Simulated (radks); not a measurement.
The numbers below are computed, except where a source is named.
All-electron atom: the terbium ion Tb+ in [Xe] 4f9 6s1. Code: a radial shooting solver on a logarithmic mesh with Libxc functionals. Model: scalar-relativistic Kohn-Sham, PBEsol, spin-unpolarised, spherical densities, finite nucleus; Fermi nuclear charge, rms radius 5.06 fm.

Unscreened Slater integrals over Kohn-Sham orbitals (eV).

integral     value
F0(6s,6s)   6.5357
F0(6s,4f)   8.4875
G3(6s,4f)  0.34074
F0(6s,5p)   8.1252
G1(6s,5p)  0.63717
F0(6s,5s)   8.2583
G0(6s,5s)  0.33269
F0(4f,4f)   28.697
F2(4f,4f)   13.169
F4(4f,4f)   8.1768
F6(4f,4f)   5.8593
F0(4f,5p)   18.573
F2(4f,5p)   6.4746
G2(4f,5p)   3.6480
G4(4f,5p)   2.7390
F0(4f,5s)   21.067
G3(4f,5s)   4.1912
F0(5p,5p)   15.639
F2(5p,5p)   8.3831
F0(5p,5s)   16.848
G1(5p,5s)   11.178
F0(5s,5s)   18.462

Derived for the open shells (J is the average intra-shell exchange parameter used in DFT+U). 4f: F4/F2 = 0.621, F6/F2 = 0.445, J = (286 F2 + 195 F4 + 250 F6)/6435 = 1.061 eV.
